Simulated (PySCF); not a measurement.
**Computed vibrations of DyF3(H2O)**

DyF3(H2O) (singlet in the valence; each metal's 4f electrons, 9 of them, lie in its core potential, out of spins and levels). PySCF 2.14.0, RKS B3LYP, Dy lcecp-1-SVP with ECP55, F def2-SVP, O def2-SVP, H def2-SVP; non-relativistic Hamiltonian with scalar-relativistic core potentials where named; density fitting; no spin-orbit coupling. Central differences of gradients.

```xyz
7

Dy    0.0583   -0.0557    0.0557
F     1.0604    1.3745    1.1029
F    -1.3341   -1.1028    1.1028
F     1.0604   -1.1029   -1.3745
O    -1.3214    1.3478   -1.3478
H    -1.6707    2.2230   -1.1220
H    -1.6707    1.1220   -2.2230
```

Run from Python with OMP_NUM_THREADS=2. Where DIIS fails, smearing, a level shift and second-order steps follow.
It took 85 s on 2 threads of Arm Neoverse V2, on a shared host.

Problem. What are the harmonic wavenumbers and infrared intensities?

Solution. Modes are labelled in Cs; negative numbers are unstable modes, those under 60 cm⁻¹ near the noise; a finer grid moves soft modes by up to 10 cm⁻¹.
| cm⁻¹ | km/mol | symmetry |
| --- | --- | --- |
| 25 | 3.9 | a'' |
| 55 | 17.2 | a' |
| 82 | 1.8 | a'' |
| 94 | 56.5 | a' |
| 119 | 14.4 | a' |
| 136 | 10.4 | a'' |
| 250 | 261.8 | a' |
| 303 | 12.1 | a' |
| 457 | 37.2 | a'' |
| 558 | 152.5 | a' |
| 560 | 177.6 | a'' |
| 567 | 20.7 | a' |
| 1613 | 87.6 | a' |
| 3791 | 117.0 | a' |
| 3879 | 183.0 | a'' |

Problem. Is this a minimum?

Solution. Yes, within the noise of the softest modes. Ideal gas at 298.15 K and 1 bar: S = 432.8 J/(mol K), Cp = 116.5 J/(mol K), H − H(0 K) = 26.5 kJ/mol (rigid rotor, harmonic modes, spin degeneracy alone, that of the 4f electrons in the core included; the modes under 60 cm⁻¹ make these uncertain).

An lcecp potential fixes the number of 4f electrons, so in runs with it no electron can move into or out of that shell.
